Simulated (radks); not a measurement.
Excited configurations of Mo II: one electron is placed in a higher orbital outside [Kr] 4d4. The ground configuration is [Kr] 4d5. All-electron calculation, Dirac Kohn-Sham, BLYP, spin-unpolarised, spherical densities, point nucleus; open shells fill j = l - 1/2 first. Program: a radial shooting solver on a logarithmic mesh with Libxc functionals. Excitation = E - E(ground); binding = E(ion) - E, where the ion is the core of charge +2; n* = 2/sqrt(2 binding) in atomic units, and the quantum defect is n - n*.

| outer orbital | excitation (eV) | binding (eV) | quantum defect | eigenvalue (eV) | <r> (bohr) |
|---|---|---|---|---|---|
| 4f5/2 | 11.762 | 3.470 | 0.040 | -2.333 | 8.415 |
| 5p1/2 | 5.035 | 10.197 | 2.690 | -7.422 | 3.844 |
| 6s1/2 | 9.119 | 6.113 | 3.016 | -4.786 | 6.882 |
| 7s1/2 | 11.637 | 3.594 | 3.109 | -2.804 | 11.77 |
| 7p1/2 | 12.185 | 3.047 | 2.774 | -2.384 | 13.44 |
| 7f5/2 | 13.853 | 1.379 | 0.717 | -1.063 | 28.25 |

The Delta-SCF ionisation energy is 15.232 eV (NIST Atomic Spectra Database: 16.2 eV, semi-empirical). Self-interaction in the functional shifts the binding energies and quantum defects, so they are the method's values and not measured ones. Spin polarisation and multiplet splitting are left out, so open shells lie too high by an amount that depends on their filling.

Beside tabulated values, note that spin-unpolarised runs miss the spin-polarisation part of the exchange energy of open shells.
